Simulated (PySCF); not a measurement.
**Radial density of K (potassium, neutral)**

UHF, [Ar] 4s1, 2S determinant. Calculation: PySCF 2.14, in x2c-SVPall (5s3p2d, 24 functions); the spin-free X2C one-electron Hamiltonian (Gaussian nucleus).

| r (bohr) | 4πr²ρ (e/bohr) | 4πr²(ρα − ρβ) |
| --- | --- | --- |
| 0.00137 | 0.1198 | 0.0000 |
| 0.00231 | 0.3280 | 0.0001 |
| 0.00389 | 0.8578 | 0.0002 |
| 0.00654 | 2.097 | 0.0004 |
| 0.0110 | 4.863 | 0.0010 |
| 0.0185 | 10.09 | 0.0019 |
| 0.0311 | 17.46 | 0.0030 |
| 0.0523 | 22.21 | 0.0026 |
| 0.0881 | 18.77 | -0.0001 |
| 0.148 | 16.17 | 0.0007 |
| 0.249 | 22.68 | 0.0084 |
| 0.419 | 15.25 | 0.0013 |
| 0.705 | 5.110 | 0.0173 |
| 1.19 | 6.688 | 0.0134 |
| 1.99 | 2.369 | 0.0250 |
| 3.35 | 0.3049 | 0.1762 |
| 5.64 | 0.1782 | 0.1780 |
| 9.49 | 0.02528 | 0.0253 |
| 16.0 | 0.0001466 | 0.0001 |

Densities and radii are taken from the X2C orbitals without a picture-change correction, which distorts them close to the nucleus.
